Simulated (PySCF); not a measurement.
Theory: delta-SCF UKS SCAN, pcX-2 on the ionised atom, pcseg-1 elsewhere, spin-free X2C in PySCF 2.14.0. Geometries: PBE0-D3(BJ)/def2-SVP; isolated species, one conformer each. Values against the vacuum level.

Question: Rank by computed C 1s binding energy, lowest first.
A. C6 in `[CH3:1][O:2][Si@@H:3]([Cl:4])[CH:5]1[CH2:6][CH2:7]1`
B. C5 in `[CH3:1][O:2][C@@H:3]1[CH2:4][C@@H:5]1[SiH2:6][Cl:7]`
C. C2 in `[CH2:1]=[C:2]([CH3:3])[O:4][SiH2:5][CH2:6][Cl:7]`

Answer: B (290.45 eV), A (290.94 eV), C (292.28 eV).

From the lowest up, the atoms are bonded to: 2 C, H and Si (290.45); 2 C and 2 H (290.94); O, C (double bond) and C (292.28).

Question: Rank by computed O 1s binding energy, lowest first.
A. Oxygen in `CO[C@@H]1C[C@@H]1[SiH2]Cl`
B. Oxygen in `C=C(C)O[SiH2]CCl`
C. Oxygen in `CO[Si@@H](Cl)C1CC1`

Answer: C (538.19 eV), B (538.47 eV), A (538.78 eV).

The highest is bonded to 2 C, the lowest to C and Si; the range is 0.59 eV.

1 of these hole states is spin-contaminated (⟨S²⟩ 0.86, against 0.75; counted from 0.85) and less certain.
